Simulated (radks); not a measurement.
Question: The cadmium ion Cd+, configuration [Kr] 4d10 5s1. All-electron calculation, Dirac Kohn-Sham, PBEsol, spin-unpolarised, spherical densities, finite nucleus; Fermi nuclear charge, rms radius 4.6087 fm. Program: a radial shooting solver on a logarithmic mesh with Libxc functionals. Some entries of the table are withheld. Estimate them.

orbital,occ.,eigenvalue (eV),r(max) (bohr),<r^2> (bohr^2)
1s1/2,2,-26502.50,0.01968,0.001251
2s1/2,2,-3941.289,0.1114,0.02039
2p1/2,2,-3670.420,0.08598,0.01521
2p3/2,4,-3478.119,0.09033,0.01652
3s1/2,2,-741.5255,0.3242,0.1470
3p1/2,2,(1),0.3105,0.1422
3p3/2,4,(2),0.3206,0.1510
3d3/2,4,-406.2231,(3),0.1319
3d5/2,6,-399.2418,(4),0.1345
4s1/2,2,-114.5837,0.7954,0.8766
4p1/2,2,(5),0.8285,1.011
4p3/2,4,(6),0.8536,1.080
4d3/2,4,-20.9454,0.9752,1.926
4d5/2,6,-20.2388,0.9861,1.986
5s1/2,1,(7),2.228,7.895

Answer: 
(1) 3p1/2 eigenvalue (eV): -632.9418
(2) 3p3/2 eigenvalue (eV): -598.5998
(3) 3d3/2 r(max) (bohr): 0.2640
(4) 3d5/2 r(max) (bohr): 0.2669
(5) 4p1/2 eigenvalue (eV): -79.7579
(6) 4p3/2 eigenvalue (eV): -73.9147
(7) 5s1/2 eigenvalue (eV): -13.0766
